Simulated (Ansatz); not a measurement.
Compare A (`[NH2][AlH][SiH]([SiH3])Cl`) with its isomer B (`[SiH3][N]([SiH3])[AlH][Cl]`).

Isolated molecules relaxed with PBE0-D4/def2-TZVP in Ansatz; ΔE leaves out vibrations. CCSD(T)/CBS adds triple-zeta CCSD(T) − MP2 to the extrapolated MP2 energy (def2 sets, frozen cores). Functionals use def2-TZVPP. Each species was taken in one conformer, which may not be the lowest.

Question: Which is lower in electronic energy at CCSD(T)/CBS, and by how much? (An estimate is asked.)

Answer: Computed: B, by 173.6 kJ/mol.

Question: Give E(B) − E(A) in kJ/mol with PBE0-D4, MP2/def2-TZVPP, HF/def2-TZVPP, B2PLYP, ωB97M-V, CCSD(T)/def2-TZVPP, r2SCAN-D4. (Best estimate.)

Answer: The calculation gave: PBE0-D4 -143.7, MP2/def2-TZVPP -191.4, HF/def2-TZVPP -198.3, B2PLYP -173.5, ωB97M-V -178.5, CCSD(T)/def2-TZVPP -176.1, r2SCAN-D4 -161.5. None reverses the order clearly.

Largest T1 diagnostic: 0.012.

From PBE to PBE0 (25 % exact exchange), in def2-TZVPP and without D4, E(B) − E(A) moves by −16.2 kJ/mol. In def2-TZVPP, CCSD(T) changes the Hartree–Fock value by +22.2 kJ/mol (the triples alone add +2.7 kJ/mol) and MP2 by +6.9 kJ/mol.
